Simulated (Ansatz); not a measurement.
`IB1C[SiH2]1` + HCl → `ClB1C[SiH2]1` + HI  (ligand exchange at a B–I bond)

Isolated molecules relaxed with PBE0-D4/def2-TZVP in Ansatz; ΔE leaves out vibrations. CBS: MP2 limit from def2 TZ/QZ plus the TZ coupled-cluster correction, frozen cores. This one scheme is used for every species. Functionals use def2-TZVPP. HSE06 is defined as in plane-wave codes. def2 core potentials past Kr. For I outer-core shells are correlated without core-valence functions, which leaves a few kJ/mol of doubt a bond.

| level | ΔE (kJ/mol) | difference from CCSD(T)/CBS |
| --- | --- | --- |
| PBE-D4 | -14.5 | -6.6 |
| r2SCAN-D4 | -16.3 | -8.4 |
| HSE06-D4 | -14.2 | -6.3 |
| ωB97M-V | -19.0 | -11.1 |
| revPBE | -16.2 | -8.3 |
| PBE0 | -16.4 | -8.5 |
| r2SCANh | -16.6 | -8.7 |
| BHLYP | -22.0 | -14.1 |
| RPA@PBE/def2-TZVPP | -10.1 | -2.2 |
| HF/def2-SVP | -29.9 | -22.0 |
| MP2/def2-SVP | -19.3 | -11.4 |
| SCS-MP2/def2-TZVPP | -8.8 | -0.9 |
| CCSD/def2-TZVPP | -13.3 | -5.4 |
| CCSD(T)/def2-TZVPP | -10.8 | -2.9 |
| MP2/def2-QZVPP | -2.9 | 5.0 |
| SCS-MP2/def2-QZVPP | -7.3 | 0.6 |
| CCSD(T)/CBS | -7.9 | 0 |

**Question.** What do rigid-rotor, harmonic-oscillator terms from PBE0-D4/def2-TZVP frequencies (298.15 K, 1 bar) make of the CCSD(T)/CBS value? (Best estimate.)

**Answer.** The calculation gave: ΔZPE = -2.1 kJ/mol, ΔH = -10.6 kJ/mol, ΔS = 0 J/(mol·K), ΔG = -10.6 kJ/mol.

Largest T1 diagnostic among the species: 0.013.

Leaving LDA and LC-ωPBE aside and taking each functional with its dispersion term where it has one, the values, not all of them listed here, spread over 10.1 kJ/mol, from CAM-B3LYP-D4 to PBE-QIDH. In def2-TZVPP, CCSD(T) changes the Hartree–Fock value by +12.5 kJ/mol (the triples alone add +2.5 kJ/mol) and MP2 by +18.6 kJ/mol.
